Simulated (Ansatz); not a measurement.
Molecule (SMILES): O=BF.
Geometry (B3LYP-D3(BJ)/def2-TZVP, fixed):
```xyz
3

F      0.0000     0.0000    -1.1989
B      0.0000     0.0000     0.0871
O      0.0000     0.0000     1.2943
```

Basis-set convergence of the dipole moment at PBE0 with Ansatz (a first-principles code). Dipoles come from the density behind the forces; the sign is taken along the dipole that this method gives in the largest set. All functions are spherical. The program fits the integrals of some runs and decomposes those of others, by size. No added dispersion term, no relativity. Reference: the value in aug-pcseg-3, 2.159 D. Deviations are taken from unrounded values.

```json
[
 {"basis": "pcseg-0", "functions": "27"},
 {"basis": "cc-pVDZ", "functions": "42"},
 {"basis": "pcseg-1", "functions": "42"},
 {"basis": "cc-pVTZ", "functions": "90"},
 {"basis": "pcseg-2", "functions": "90"},
 {"basis": "cc-pVQZ", "functions": "165"},
 {"basis": "pcseg-3", "functions": "180"},
 {"basis": "d-aug-cc-pVTZ", "functions": "186"}
]
```

Task: Which is the smallest set listed that can be trusted to 0.1 D here, that is, within that of the reference together with its larger relatives (same family, alike in diffuse functions; a set with none to test it counts only in the reference's own line)?

Result: The smallest set listed that lies within 0.1 D of the reference with all its larger relatives (same family, alike in diffuse functions; a set with none counts only in the reference's own line) is cc-pVTZ (90 functions, -0.063 D off), level with pcseg-2. Inside, with no larger relative to test it: d-aug-cc-pVTZ. Value minus reference: pcseg-0 -0.300, cc-pVDZ -0.236, pcseg-1 -0.123, cc-pVTZ -0.063, pcseg-2 -0.019, cc-pVQZ -0.019, pcseg-3 0.000, d-aug-cc-pVTZ 0.000 D.
